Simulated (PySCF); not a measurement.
C8H7N.
SMILES with atom numbers: `[CH2:1]=[C:2]=[CH:3][c:4]1[cH:5][cH:6][cH:7][cH:8][n:9]1` (hydrogens: H10, H11 on C1; H12 on C3; H13 on C5; H14 on C6; H15 on C7; H16 on C8)

The same species was optimised twice, with GFN2-xTB and with PBE0-D3(BJ)/def2-SVP (PySCF), and the same property calculations (PySCF, gas phase) were run on both structures.

```tsv
coordinate	GFN2-xTB	PBE0-D3(BJ)/def2-SVP	change
C1=C2 (Å)	1.292	1.306	+0.014
C3–C4 (Å)	1.458	1.471	+0.013
C2=C3 (Å)	1.304	1.315	+0.011
C8–N9 (Å)	1.319	1.329	+0.010
C7–C8 (Å)	1.387	1.394	+0.007
C5–C6 (Å)	1.381	1.387	+0.006
C6–C7 (Å)	1.388	1.395	+0.007
C4–C5 (Å)	1.399	1.405	+0.006
C4–N9 (Å)	1.332	1.338	+0.006
C2–C3–C4 (°)	124.9	125.5	+0.6
C1–C2–C3 (°)	179.8	179.6	-0.2
C4–N9–C8 (°)	118.7	118.5	-0.2
C4–C5–C6 (°)	118.7	118.8	+0.1
C5–C4–N9 (°)	122.1	122.2	+0.1
C7–C8–N9 (°)	123.6	123.6	0.0
C3–C4–N9 (°)	115.7	115.6	-0.1
C6–C7–C8 (°)	118.0	117.9	-0.1
C2–C3–C4–C5 (°)	0	0	0
```

Rotational constants: A = 4773, B = 1037, C = 856.7 MHz (GFN2-xTB) against A = 4727, B = 1017, C = 842.1 MHz (PBE0-D3(BJ)/def2-SVP). Point groups within 0.08 Å: Cs and Cs.

On the GFN2-xTB structure: lowest singlet, TDDFT (eV) 4.55 [B3LYP/def2-SVPD]; lowest triplet, Tamm–Dancoff (eV) 3.37 [B3LYP/def2-SVPD]; isotropic polarisability (au) 107.0 [B3LYP/def2-SVPD]; HOMO (eV) -6.60 [B3LYP/def2-SVPD]; LUMO (eV) -1.39 [B3LYP/def2-SVPD]; dipole (D) 2.11 [B3LYP/def2-SVPD]; HOMO (eV) -6.81 [PBE0/pcSseg-1]; LUMO (eV) -1.20 [PBE0/pcSseg-1]; dipole (D) 2.16 [PBE0/pcSseg-1]; GIAO shielding of C1 (ppm) 104.1 [PBE0/pcSseg-1]; GIAO shielding of C2 (ppm) -38.2 [PBE0/pcSseg-1]; GIAO shielding of C3 (ppm) 83.6 [PBE0/pcSseg-1]; GIAO shielding of C4 (ppm) 27.0 [PBE0/pcSseg-1]; GIAO shielding of C5 (ppm) 60.1 [PBE0/pcSseg-1]; GIAO shielding of C6 (ppm) 45.2 [PBE0/pcSseg-1]; GIAO shielding of C7 (ppm) 61.3 [PBE0/pcSseg-1]; GIAO shielding of C8 (ppm) 31.6 [PBE0/pcSseg-1].

Task: What do these properties become on the PBE0-D3(BJ)/def2-SVP structure?

Result: 
| property | level | on GFN2-xTB | on PBE0-D3(BJ)/def2-SVP | change |
| --- | --- | --- | --- | --- |
| lowest singlet, TDDFT (eV) | B3LYP/def2-SVPD | 4.55 | 4.53 | -0.02 |
| lowest triplet, Tamm–Dancoff (eV) | B3LYP/def2-SVPD | 3.37 | 3.33 | -0.04 |
| isotropic polarisability (au) | B3LYP/def2-SVPD | 107.0 | 109.1 | +2.1 |
| HOMO (eV) | B3LYP/def2-SVPD | -6.60 | -6.61 | -0.01 |
| LUMO (eV) | B3LYP/def2-SVPD | -1.39 | -1.44 | -0.05 |
| dipole (D) | B3LYP/def2-SVPD | 2.11 | 2.12 | +0.01 |
| energy, GFN2-xTB geometry as zero (kcal/mol) | B3LYP/def2-SVPD | 0.0 | -1.5 | -1.5 |
| HOMO (eV) | PBE0/pcSseg-1 | -6.81 | -6.82 | -0.01 |
| LUMO (eV) | PBE0/pcSseg-1 | -1.20 | -1.25 | -0.05 |
| dipole (D) | PBE0/pcSseg-1 | 2.16 | 2.18 | +0.02 |
| energy, GFN2-xTB geometry as zero (kcal/mol) | PBE0/pcSseg-1 | 0.0 | -0.4 | -0.4 |
| GIAO shielding of C1 (ppm) | PBE0/pcSseg-1 | 104.1 | 100.4 | -3.7 |
| GIAO shielding of C2 (ppm) | PBE0/pcSseg-1 | -38.2 | -42.0 | -3.8 |
| GIAO shielding of C3 (ppm) | PBE0/pcSseg-1 | 83.6 | 80.9 | -2.7 |
| GIAO shielding of C4 (ppm) | PBE0/pcSseg-1 | 27.0 | 25.2 | -1.8 |
| GIAO shielding of C5 (ppm) | PBE0/pcSseg-1 | 60.1 | 58.1 | -2.0 |
| GIAO shielding of C6 (ppm) | PBE0/pcSseg-1 | 45.2 | 43.4 | -1.8 |
| GIAO shielding of C7 (ppm) | PBE0/pcSseg-1 | 61.3 | 58.7 | -2.6 |
| GIAO shielding of C8 (ppm) | PBE0/pcSseg-1 | 31.6 | 29.1 | -2.5 |

The heavy atoms differ by 0.020 Å rms after alignment. Among bonds between heavy atoms C1=C2 and C3–C4 change most and about equally (+0.013 to +0.014 Å). Changes are differences of the printed values. Neither structure is proved a minimum here.

Conformer computed: `[CH2:1]=[C:2]=[CH:3][c:4]1[cH:5][cH:6][cH:7][cH:8][n:9]1`: C2–C3–C4–C5 0°.
